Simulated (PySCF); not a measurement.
methyltin triiodide (CH₃I₃Sn), SMILES [CH3][Sn]([I])([I])[I].

The structure is a stationary point at B3LYP-D3(BJ)/def2-SVP. The def2 effective core potentials stand for the cores of I, Sn; spin–orbit coupling is left out.

Computed with PySCF 2.14.0 with C-PCM-B3LYP/def2-SVP.

The values are the electrostatic part of the solvation free energy, E(continuum) − E(gas) at the gas-phase geometry, in a cavity of scaled van der Waals radii (PySCF's table); cavitation and dispersion terms are not included. A continuum can't describe solvent molecules that bind to the metal. In vacuum the orbital gap is 4.08 eV. The dipole moment in vacuum is 2.56 D.

Computed values in water (ε = 78.36), dimethylsulfoxide (ε = 46.83), chlorobenzene (ε = 5.70):
| solvent | ε | ΔG(elec) (kcal/mol) | dipole (D) | gap (eV) |
|---|---|---|---|---|
| water | 78.36 | -3.8 | 3.71 | 4.21 |
| dimethylsulfoxide | 46.83 | -3.8 | 3.69 | 4.21 |
| chlorobenzene | 5.70 | -3.1 | 3.45 | 4.18 |
